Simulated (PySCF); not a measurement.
These 2 structures share the formula BH7P2Si. Computed with PBE0-D3(BJ)/def2-SVP geometry optimisation, gas phase in PySCF. One conformer each; no zero-point energy, no entropy. No frequencies were run at this level. Point groups hold within 0.08 Å.

Problem. Rank from lowest to highest electronic energy at this level (kJ/mol).
A. `[SiH3:1][PH:2][BH:3][PH2:4]` with Si1–P2–B3–P4 -123°, P2–B3–P4–H -34° and -137°
B. `[BH2:1][PH:2][SiH2:3][PH2:4]` with H–B1–P2–Si3 144° and -44°, B1–P2–Si3–P4 50°, P2–Si3–P4–H 63° and 157°

Solution. A (0.0), B (13.1).

| SMILES | E (Eh) | E rel (kJ/mol) | dipole (D) | point group | A, B, C (MHz) |
| --- | --- | --- | --- | --- | --- |
| [SiH3]PBP | -1000.51101 | 0.0 | 0.33 | C1 | 7906, 1258, 1162 |
| BP[SiH2]P | -1000.50602 | 13.1 | 1.44 | C1 | 5120, 1852, 1481 |

Problem. As an exercise, what shares would exp(−E/RT) give at 2000 K from these electronic energies alone (no entropy, no degeneracies)?

Solution. RT = 16.629 kJ/mol: [SiH3]PBP 68.7 %, BP[SiH2]P 31.3 %.
